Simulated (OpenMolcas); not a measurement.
**CH2Se (methaneselone): a line through the functionals**

CH2Se has 4 atoms, charge 0, and is taken as a singlet. As SMILES, `C=[Se]`. Geometry: relaxed at PBE0-D4/def2-TZVP.

The HOMO–LUMO gap y, in eV, basis def2-TZVPP; a is the functional's share of exact exchange. Programs: OpenMolcas 26.06.

| functional | program | a | y (eV) |
| --- | --- | --- | --- |
| PBE | OpenMolcas | 0 | 1.58 |
| TPSS | OpenMolcas | 0 | 1.79 |
| B3LYP | OpenMolcas | 0.2 | 3.22 |
| PBE0 | OpenMolcas | 0.25 | ? |
| BHLYP | OpenMolcas | 0.5 | 5.69 |

Problem. Fit y = c + s·a to the known rows and predict PBE0.

Solution. 
1. Means of the 4 rows: a = 0.1750, y = 3.070.
2. Σ(Δa)² = 0.1675, Σ(Δa·Δy) = 1.34, so the slope is 1.34/0.1675 = 8.
3. Intercept: 3.070 − (8) × 0.1750 = 1.670. The largest residual of the fit is 0.12.
4. PBE0: 1.670 + (8) × 0.25 = 3.67 eV.

The run gave 3.65 eV, so the prediction is off by +0.02 eV, within the scatter of the fit. Exact exchange lowers occupied levels and raises empty ones. The rows mix families of semi-local functionals, which the line can't see.
